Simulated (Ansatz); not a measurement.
Basis-set series for CH6BFSi (`BC[SiH2]F`). The species carries charge 0 and has multiplicity 1. All single points use the PBE0-D4/def2-TZVP geometry. It is one conformer, not always the lowest.

```json
{"functional": "PBE0-D4", "basis": "def2-SVP", "functions": "90", "energy (Eh)": "-455.41549", "HOMO (eV)": "-9.22", "LUMO (eV)": "-1.58"}
{"functional": "PBE0-D4", "basis": "def2-TZVPP", "functions": "219", "energy (Eh)": "-455.72243", "HOMO (eV)": "-9.27", "LUMO (eV)": "-1.68"}
{"functional": "ωB97M-V", "basis": "def2-SVP", "functions": "90", "energy (Eh)": "-455.62004", "HOMO (eV)": "-11.46", "LUMO (eV)": "0.46"}
{"functional": "ωB97M-V", "basis": "def2-TZVPP", "functions": "219", "energy (Eh)": "-455.93591", "HOMO (eV)": "-11.51", "LUMO (eV)": "0.22"}
```

(1) Give the rows for def2-QZVPP. (An estimate is asked.)

Results:

(1) The calculation gave: 
| functional | basis | functions | energy (Eh) | HOMO (eV) | LUMO (eV) |
| --- | --- | --- | --- | --- | --- |
| PBE0-D4 | def2-QZVPP | 421 | -455.74248 | -9.28 | -1.71 |
| ωB97M-V | def2-QZVPP | 421 | -455.95456 | -11.52 | 0.14 |

Positive LUMOs are unbound and depend on the basis.

All numbers were calculated with Ansatz.
